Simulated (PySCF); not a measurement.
PySCF job for CH4O2, SMILES OCO, PBE/pcSseg-2. Coordinates come from a B3LYP-D3(BJ)/def2-TZVP optimisation. Other conformers were not sampled.

```python
import numpy as np
from pyscf import gto, scf, dft
from pyscf.prop.nmr import rks as nmr

mol = gto.M(
    atom='''
    O    -1.16809143   -0.09420289   -0.24677677
    C     0.00000000    0.00000000    0.53070901
    O     1.16809143    0.09420289   -0.24677677
    H    -1.24337810    0.70925200   -0.77596174
    H     0.00175196    0.89481064    1.15804890
    H    -0.00175197   -0.89481064    1.15804890
    H     1.24337810   -0.70925200   -0.77596173
    ''',
    basis='pcSseg-2',
    charge=0,
    spin=0,
    max_memory=1600,
    verbose=3,
)
mf = dft.RKS(mol, xc='pbe').density_fit(auxbasis='def2-universal-jkfit')
mf.grids.level = 3
mf.conv_tol = 1e-10
mf.max_cycle = 100
mf.kernel()
n = nmr.NMR(mf)
n.verbose = 2
n.max_cycle_cphf = 60
sigma = n.kernel()
print('atom   isotropic/ppm   span/ppm')
for i, s in enumerate(sigma):
    w = np.linalg.eigvalsh((s + s.T) / 2)
    print(f'{mol.atom_symbol(i):2s}{i + 1:3d} {w.mean():14.3f} {w[2] - w[0]:11.3f}')
```

Output:

```
converged SCF energy = -190.827505799036
atom   isotropic/ppm   span/ppm
O   1        223.963     110.020
C   2         83.701      57.855
O   3        223.963     110.020
H   4         29.843      15.205
H   5         26.354       8.769
H   6         26.354       8.769
H   7         29.843      15.205
```

The calculation finished and met its thresholds.
